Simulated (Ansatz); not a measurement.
BFH$_{6}$SSi$_{2}$, 11 atoms. Total charge 0; spin multiplicity 1. The bonds changed during the relaxation, so this is another structure than the one it started from. All runs use 4 threads of a server CPU on a shared host. Correlated methods freeze the cores.

(1) Give the basis size and wall time and peak host memory of each of these runs in Ansatz. RKS LC-ωPBE/def2-TZVPP energy; RHF-CCSD(T)/def2-SVP energy; RKS PBE0-D4/def2-TZVP frequencies; RKS HSE06 (plane-wave form)-D4/def2-TZVPP energy; RKS ωB97M-V/def2-TZVPP energy and forces; direct RPA on PBE orbitals/def2-TZVPP energy; RHF-CCSD(T)/def2-TZVPP energy; RKS ωB97M-V/def2-SVP energy; RKS ωB97M-V/def2-QZVPP energy; RKS PBE0-D4/def2-QZVPP energy; RKS PBE0-D4/def2-TZVP relaxation (8 steps); RKS BLYP-D4/def2-TZVPP energy. (Estimate.)

Answers

(1) Ansatz gave: Other jobs shared the machine, so times are rough.

```csv
level,job,functions,wall time,peak host memory (GiB)
RKS BLYP-D4/def2-TZVPP,energy,272,2.1 s,0.43
RKS LC-ωPBE/def2-TZVPP,energy,272,3 s,0.63
RKS HSE06 (plane-wave form)-D4/def2-TZVPP,energy,272,3.2 s,0.88
RHF-CCSD(T)/def2-SVP,energy,112,3.8 s,0.51
RKS ωB97M-V/def2-SVP,energy,112,4.2 s,0.38
direct RPA on PBE orbitals/def2-TZVPP,energy,272,5.5 s,0.71
RKS ωB97M-V/def2-TZVPP,energy and forces,272,9.5 s,1.2
RKS PBE0-D4/def2-QZVPP,energy,504,9.5 s,2.3
RKS ωB97M-V/def2-QZVPP,energy,504,19 s,2.7
RKS PBE0-D4/def2-TZVP,relaxation (8 steps),209,26 s,0.64
RHF-CCSD(T)/def2-TZVPP,energy,272,63 s,7.1
RKS PBE0-D4/def2-TZVP,frequencies,209,2.6 min,0.66
```

LC-ωPBE has ω = 0.4 bohr⁻¹.
